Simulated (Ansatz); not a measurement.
Zr4O15H14, a hydroxylated oxide cluster. Total charge 0; singlet. Geometry PBE-D4/def2-SVP; atoms count from 1.

```xyz
33

Zr   -0.050   -0.736   -0.577
Zr    0.916    2.021    1.180
Zr   -3.020    1.210    0.158
Zr    1.920   -3.688   -0.714
O    -0.197    3.106    2.429
O     2.571    1.577    2.129
O    -2.686    2.130    1.823
O     1.542    3.324   -0.132
O    -0.745    1.469   -0.333
O     1.856    0.141   -0.578
O     0.102    0.042    1.519
O     3.060   -2.297   -1.481
O    -4.849    0.582    0.321
O    -3.074    2.401   -1.426
O    -2.197   -0.743   -0.134
O    -0.241   -0.736   -2.509
O     0.386   -2.594   -0.111
O     2.790   -4.509    0.822
O     1.378   -4.984   -2.061
H    -0.130    3.996    2.813
H     3.520    1.712    2.259
H    -1.878    2.581    2.186
H     1.995    3.442   -0.981
H    -0.762    2.041   -1.128
H     2.480   -0.059    0.148
H     0.389   -0.517    2.262
H     2.893   -1.327   -1.506
H    -5.756    0.332    0.542
H    -3.807    2.795   -1.925
H    -2.742   -1.547   -0.096
H    -0.307   -0.628   -3.467
H     3.349   -5.015    1.424
H     1.294   -5.524   -2.856
```

In the def2 sets Zr takes a core potential; there is no spin–orbit coupling. Single mean-field runs in def2-TZVP are fitted with def2-universal-jkfit.

Estimate the Mulliken populations of the heavy atoms from the PBE0/def2-TZVP orbitals of Ansatz.


```json
{"atom": "Zr1", "charge (e)": "1.74", "d electrons": "1.60"}
{"atom": "Zr2", "charge (e)": "1.70", "d electrons": "1.68"}
{"atom": "Zr3", "charge (e)": "1.81", "d electrons": "1.71"}
{"atom": "Zr4", "charge (e)": "1.75", "d electrons": "1.76"}
{"atom": "O5", "charge (e)": "-0.81", "d electrons": "–"}
{"atom": "O6", "charge (e)": "-0.75", "d electrons": "–"}
{"atom": "O7", "charge (e)": "-0.73", "d electrons": "–"}
{"atom": "O8", "charge (e)": "-0.73", "d electrons": "–"}
{"atom": "O9", "charge (e)": "-0.94", "d electrons": "–"}
{"atom": "O10", "charge (e)": "-0.81", "d electrons": "–"}
{"atom": "O11", "charge (e)": "-0.80", "d electrons": "–"}
{"atom": "O12", "charge (e)": "-0.74", "d electrons": "–"}
{"atom": "O13", "charge (e)": "-0.76", "d electrons": "–"}
{"atom": "O14", "charge (e)": "-0.77", "d electrons": "–"}
{"atom": "O15", "charge (e)": "-0.86", "d electrons": "–"}
{"atom": "O16", "charge (e)": "-0.74", "d electrons": "–"}
{"atom": "O17", "charge (e)": "-0.83", "d electrons": "–"}
{"atom": "O18", "charge (e)": "-0.78", "d electrons": "–"}
{"atom": "O19", "charge (e)": "-0.78", "d electrons": "–"}
```
Mulliken values depend strongly on the basis.

And the Mayer bond orders between heavy atoms (over 0.3)?

Zr1–O10 0.65 (2.10 Å); Zr1–O11 0.41 (2.24 Å); Zr1–O15 0.37 (2.19 Å); Zr1–O16 1.02 (1.94 Å); Zr1–O17 0.96 (1.96 Å); Zr2–O5 0.78 (1.99 Å); Zr2–O6 0.95 (1.96 Å); Zr2–O8 1.00 (1.95 Å); Zr2–O11 0.49 (2.17 Å); Zr3–O7 1.05 (1.93 Å); Zr3–O13 0.94 (1.94 Å); Zr3–O14 0.90 (1.98 Å); Zr3–O15 0.46 (2.14 Å); Zr4–O12 0.97 (1.95 Å); Zr4–O17 0.85 (1.98 Å); Zr4–O18 0.88 (1.95 Å); Zr4–O19 0.88 (1.95 Å).
